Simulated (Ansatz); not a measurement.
# Ligand exchange: C4H4BrN + Al(CH3)Br2 → C5H7N + AlBr3

Species: C4H4BrN `Brc1ccc[nH]1`, singlet; Al(CH3)Br2, singlet; C5H7N (2-methyl-1H-pyrrole) `Cc1ccc[nH]1`, singlet; AlBr3 `[Br][Al]([Br])[Br]`, singlet. The partners trade Br for CH3: C–Br and Al–CH3 bonds give way to C–CH3 and Al–Br.

Shapes, held fixed at every level: PBE0-D4/def2-TZVP. Programs: Ansatz 0.2.0. Electronic energies: no zero-point or thermal term.

(1) Estimate ΔE of this reaction.

Answers

(1) The highest level, CCSD(T)/def2-TZVPP, gives ΔE = -170.8 kJ/mol; the levels span -203.8 to -162.7. The column of differences is taken from that level and isn't an error. No measured value is set beside it here. Relativity is left out for Br. Outer-core shells of Br are correlated, in sets that cover them unevenly.

```tsv
level	kind	ΔE (kJ/mol)	less CCSD(T)/def2-TZVPP
HF/def2-SVP	Hartree–Fock	-203.8	-33.0
HF/def2-TZVPP	Hartree–Fock	-194.7	-23.9
SPW92/def2-TZVPP	LDA	-164.1	+6.7
PBE-D4/def2-TZVPP	GGA	-162.7	+8.1
r2SCAN-D4/def2-TZVPP	meta-GGA	-172.4	-1.6
BHLYP-D4/def2-TZVPP	global hybrid	-182.2	-11.4
CCSD/def2-TZVPP	coupled cluster or CI	-174.7	-3.9
CCSD(T)/def2-TZVPP	coupled cluster or CI	-170.8	0.0
```
